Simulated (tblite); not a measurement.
C₇H₁₆OSi.
Geometry (GFN2-xTB, Å), atoms numbered from 1 in this order:
```xyz
25
C7H16OSi angstrom
C      3.819    1.440    0.554
C      2.349    1.671    0.864
O      1.599    0.643    0.254
C      0.245    0.795    0.239
C     -0.537   -0.252   -0.004
Si     0.359   -1.891   -0.237
C     -2.029   -0.089   -0.101
C     -2.526   -0.503   -1.486
C     -2.734   -0.900    0.987
H      3.984    1.485   -0.519
H      4.426    2.197    1.042
H      4.117    0.457    0.908
H      2.184    1.659    1.952
H      2.026    2.651    0.481
H     -0.124    1.805    0.410
H      1.192   -2.159    0.937
H      1.185   -1.849   -1.446
H     -0.604   -2.991   -0.376
H     -2.274    0.972    0.049
H     -3.603   -0.366   -1.561
H     -2.296   -1.549   -1.672
H     -2.045    0.098   -2.255
H     -2.381   -0.599    1.970
H     -2.533   -1.960    0.858
H     -3.810   -0.741    0.941
```

Computed with GFN2-xTB (tblite): harmonic, unscaled wavenumbers at the GFN2-xTB geometry, gas phase. Against measured fundamentals such values can be off by several per cent, at times by over 20. Modes of hydrogen on silicon can be 10 to 20 % off. One conformer, not necessarily the lowest.

Harmonic wavenumbers (cm⁻¹): 36.0, 41.5, 60.4, 82.7, 110.8, 166.4, 181.2, 201.7, 215.8, 226.2, 249.5, 283.4, 322.0, 410.6, 446.5, 494.4, 508.5, 590.3, 591.3, 654.4, 776.9, 802.9, 808.2, 831.8, 849.3, 907.9, 941.2, 945.6, 984.1, 1028.2, 1080.3, 1129.1, 1137.4, 1140.5, 1155.2, 1187.9, 1219.2, 1253.8, 1289.3, 1317.5, 1334.7, 1350.0, 1400.6, 1401.7, 1414.1, 1474.1, 1486.3, 1492.6, 1493.6, 1494.9, 1500.9, 1506.5, 1676.3, 2200.3, 2243.1, 2246.1, 2853.1, 2884.3, 2893.1, 2958.4, 3020.0, 3025.4, 3031.8, 3034.6, 3042.3, 3047.2, 3047.5, 3049.9, 3054.4.

A = 2394, B = 646.5, C = 580.4 MHz; mass 144.097 u (most abundant isotopes); point group C1, symmetry number 1.

**Question.** What is the zero-point energy?

**Answer.** Half the sum of the wavenumbers: 45659 cm⁻¹ = 130.55 kcal/mol.

**Question.** What is S at 298.15 K and 1 bar for an ideal gas of classical rigid rotors and harmonic oscillators?

**Answer.** Translation 40.83, rotation 30.26, vibration 44.05: S = 115.1 cal/(mol K).

**Question.** And Cp and H(298.15 K) − H(0)?

**Answer.** Cp = 49.01 cal/(mol K), of which vibrations give 41.06 (their classical limit is 69 R = 137.1); H(298.15 K) − H(0) = 8.95 kcal/mol without the zero-point energy, 6.58 from vibrations.

**Question.** How do the functions run with temperature in this model?

**Answer.** 
```json
{"T (K)": "150", "S (cal/(mol K))": "88.4", "Cp (cal/(mol K))": "31.1", "H − H(0) (kcal/mol)": "3.03", "G − H(0) (kcal/mol)": "-10.23", "ln q(vib)": "5.30"}
{"T (K)": "250", "S (cal/(mol K))": "107.1", "Cp (cal/(mol K))": "43.0", "H − H(0) (kcal/mol)": "6.73", "G − H(0) (kcal/mol)": "-20.03", "ln q(vib)": "9.25"}
{"T (K)": "400", "S (cal/(mol K))": "131.3", "Cp (cal/(mol K))": "61.5", "H − H(0) (kcal/mol)": "14.58", "G − H(0) (kcal/mol)": "-37.94", "ln q(vib)": "14.78"}
{"T (K)": "600", "S (cal/(mol K))": "160.3", "Cp (cal/(mol K))": "81.8", "H − H(0) (kcal/mol)": "29.01", "G − H(0) (kcal/mol)": "-67.16", "ln q(vib)": "21.75"}
{"T (K)": "900", "S (cal/(mol K))": "197.7", "Cp (cal/(mol K))": "102.3", "H − H(0) (kcal/mol)": "56.87", "G − H(0) (kcal/mol)": "-121.02", "ln q(vib)": "31.47"}
```

q(vib) and H(0) count from the zero-point level.

**Question.** Which modes carry the vibrational entropy at 298.15 K?

**Answer.** 36.0 cm⁻¹: 5.47; 41.5 cm⁻¹: 5.19; 60.4 cm⁻¹: 4.44; 82.7 cm⁻¹: 3.83; 110.8 cm⁻¹: 3.25; 166.4 cm⁻¹: 2.48 cal/(mol K); the other 63 give 19.40 together.

**Question.** What must be added to the electronic energy to get the Gibbs energy at 298.15 K and 1 bar?

**Answer.** ZPE + [H(298.15 K) − H(0)] − T·S = 130.55 + 8.95 − 34.33 = 105.17 kcal/mol.

Hindered rotation and anharmonicity are outside this model. Other conformers, if any are populated, would add a mixing term that is left out. The structure is chiral; the term R ln 2 for an equal mix with its mirror image is left out.
